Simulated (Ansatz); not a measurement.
Molecule: BNH6, net charge 1, doublet state. SMILES of the parent species: [BH3-][NH3+]

Atoms: B1, N2, H3, H4, H5, H6, H7, H8. Bonds: B1-N2, B1-H3, B1-H4, B1-H5, N2-H6, N2-H7, N2-H8.

Bond lengths (Å) and angles (degrees) optimised at HF/3-21G with Ansatz (a first-principles code); HF/6-31G* with Ansatz; PBE/6-31G* with Ansatz; B3LYP/LANL2DZ with Ansatz, each started from the B3LYP-D3(BJ)/def2-TZVP structure (Ansatz) of the last column. A row stands for all coordinates that are equal there; 8 of 13 kinds are shown. 6-31G* holds six Cartesian d functions. No wavenumbers were computed at PBE/6-31G*, B3LYP/LANL2DZ, so these may be saddle points.

| coordinate | HF/3-21G | HF/6-31G* | PBE/6-31G* | B3LYP/LANL2DZ | B3LYP-D3(BJ)/def2-TZVP |
|---|---|---|---|---|---|
| B1-N2 | 1.587 | 1.564 | 1.564 | 1.571 | 1.555 |
| B1-H3 | 1.273 | 1.262 | 1.276 | 1.279 | 1.271 |
| B1-H4 | 1.171 | 1.172 | 1.188 | 1.175 | 1.173 |
| N2-H6 | 1.019 | 1.011 | 1.034 | 1.029 | 1.023 |
| N2-H7 | 1.022 | 1.013 | 1.037 | 1.033 | 1.026 |
| N2-B1-H3 | 113.2 | 113.4 | 113.5 | 114.5 | 113.7 |
| N2-B1-H4 | 116.4 | 116.9 | 118.4 | 117.0 | 118.9 |
| B1-N2-H6 | 114.2 | 115.1 | 115.7 | 114.8 | 115.1 |

Mean signed difference of all 7 bond lengths from B3LYP-D3(BJ)/def2-TZVP: HF/3-21G 0.004 Å, HF/6-31G* -0.006 Å, PBE/6-31G* 0.010 Å, B3LYP/LANL2DZ 0.008 Å.
